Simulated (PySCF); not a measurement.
## Correlation energy of Cu(2+) (copper, charge +2)

[Ar] 3d8 4p1, one real determinant (an excited configuration). Computed with PySCF 2.14 in ANO-RCC-VTZP (6s5p3d2f1g, 59 functions), with the spin-free X2C one-electron Hamiltonian (Gaussian nucleus). Frozen: [Ne]; 17 electrons correlated.

```json
{"level": "CCSD", "correlation energy (mhartree)": "-579.95"}
{"level": "(T)", "correlation energy (mhartree)": "-8.07"}
{"level": "CCSD(T)", "correlation energy (mhartree)": "-588.02"}
```

Diagnostics: T1 = 0.0078, D1 = 0.0233, largest double amplitude 0.028.

The real determinant used has ⟨L²⟩ near 14 against 20 for a pure G term, so it mixes terms.

Cost of the coupled-cluster step: roughly 21 core-seconds, for 17 correlated electrons.

Iterations:

```
CC2 = 0
CCSD nocc = (np.int64(10), np.int64(7)), nmo = (54, 54)
frozen orbitals [[0, 1, 2, 3, 4], [0, 1, 2, 3, 4]]
max_cycle = 100
direct = 0
conv_tol = 1e-08
conv_tol_normt = 1e-06
diis_space = 8
diis_start_cycle = 0
Init t2, MP2 energy = -0.605941316253544
Init E_corr(UCCSD) = -0.605941316253953
cycle = 1  E_corr(UCCSD) = -0.565790395442352  dE = 0.0401509208  norm(t1,t2) = 0.0587751
cycle = 2  E_corr(UCCSD) = -0.580918360696292  dE = -0.0151279653  norm(t1,t2) = 0.0180035
cycle = 3  E_corr(UCCSD) = -0.579161994145774  dE = 0.00175636655  norm(t1,t2) = 0.00909596
cycle = 4  E_corr(UCCSD) = -0.579668611633157  dE = -0.000506617487  norm(t1,t2) = 0.00491511
cycle = 5  E_corr(UCCSD) = -0.580096629095012  dE = -0.000428017462  norm(t1,t2) = 0.00310902
cycle = 6  E_corr(UCCSD) = -0.579998792048941  dE = 9.78370461e-05  norm(t1,t2) = 0.00229882
cycle = 7  E_corr(UCCSD) = -0.579852149463506  dE = 0.000146642585  norm(t1,t2) = 0.0164232
cycle = 8  E_corr(UCCSD) = -0.579962283609413  dE = -0.000110134146  norm(t1,t2) = 0.000652678
cycle = 9  E_corr(UCCSD) = -0.579956530010111  dE = 5.7535993e-06  norm(t1,t2) = 0.000366049
cycle = 10  E_corr(UCCSD) = -0.579933252831924  dE = 2.32771782e-05  norm(t1,t2) = 0.000281574
cycle = 11  E_corr(UCCSD) = -0.579945453320633  dE = -1.22004887e-05  norm(t1,t2) = 0.0001827
cycle = 12  E_corr(UCCSD) = -0.5799534830528  dE = -8.02973217e-06  norm(t1,t2) = 8.0526e-05
cycle = 13  E_corr(UCCSD) = -0.579951754779125  dE = 1.72827367e-06  norm(t1,t2) = 2.15137e-05
cycle = 14  E_corr(UCCSD) = -0.579952292159674  dE = -5.37380549e-07  norm(t1,t2) = 7.558e-06
cycle = 15  E_corr(UCCSD) = -0.579952034431871  dE = 2.57727803e-07  norm(t1,t2) = 3.98032e-06
cycle = 16  E_corr(UCCSD) = -0.579951966557864  dE = 6.7874007e-08  norm(t1,t2) = 2.70295e-05
cycle = 17  E_corr(UCCSD) = -0.579952176943791  dE = -2.10385927e-07  norm(t1,t2) = 2.94658e-06
cycle = 18  E_corr(UCCSD) = -0.579952174350084  dE = 2.59370703e-09  norm(t1,t2) = 1.70574e-06
cycle = 19  E_corr(UCCSD) = -0.579952222211544  dE = -4.78614598e-08  norm(t1,t2) = 9.30173e-07
cycle = 20  E_corr(UCCSD) = -0.579952210170883  dE = 1.20406614e-08  norm(t1,t2) = 4.0044e-07
cycle = 21  E_corr(UCCSD) = -0.579952212396127  dE = -2.22524377e-09  norm(t1,t2) = 2.47253e-07
UCCSD converged
E(UCCSD) = -1652.37291010948  E_corr = -0.5799522123961266
UCCSD(T) correction = -0.00806615585082293
```

The reference is one real determinant that mixes LS terms of this configuration.
